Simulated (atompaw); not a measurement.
Building the PAW (atompaw) potential for W (PBEsol, scalar-relativistic).

atompaw 4.2.0.5 input, output lines left out:

```
W 74
GGA-PBESOL scalarrelativistic loggrid 2001 logderivrange -2 5 176
6 6 5 4 0 0
6 0 1.75
6 1 0.25
5 2 4
0 0 0
c
c
c
c
c
v
c
c
c
c
v
c
c
v
c
2
3.00 2.55 2.50 2.10
y
1
n
y
0.3
n
y
2.75
n
custom polynom2 7 10 vanderbiltortho sinc
bessel
2.50
3.00
3.00
3.00
3.00
3.00
```

Problem. Estimate the cutoffs (Ry, on a coarse ladder) from which the occupation-weighted sum of valence levels, in a spherical-Bessel basis at the reference potential, stays within 10 and 1 mRy of its value at 400 Ry.

Solution. 18 Ry and 35 Ry.

Problem. Does the potential have ghost states?

Solution. No extra level below or beside the all-electron valence levels (s, p, d, f tested).

Problem. Is the overlap operator S = 1 + Σ q|β⟩⟨β| positive definite (Bessel basis up to 400 Ry)?

Solution. Yes: its lowest eigenvalue is 0.67 (s channel).

Problem. Which valence shell sets the plane-wave cutoff?

Solution. 5d: its level needs 21 Ry to come within 1 mRy, against 10 Ry for 6s.
